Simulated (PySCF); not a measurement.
Se(H)(SMe) (CH4SSe), SMILES CS[SeH]. The structure is a stationary point at B3LYP-D3(BJ)/def2-SVP. One conformer was computed; it need not be the lowest.

Task: Give the equilibrium geometry at B3LYP-D3(BJ)/def2-SVP (PySCF confirms it by a frequency run) as a Z-matrix. (An estimate is asked for; the answer gives what the named calculation found.)

Result: Several could match; the one computed here: 
```
C
H 1 1.0986
H 1 1.0990 2 110.16
H 1 1.1016 2 109.26 3 119.93
S 1 1.8280 2 111.19 4 116.22
Se 5 2.2265 1 102.50 2 58.02
H 6 1.4842 5 97.35 1 87.26
```
Charge 0, spin multiplicity 1.
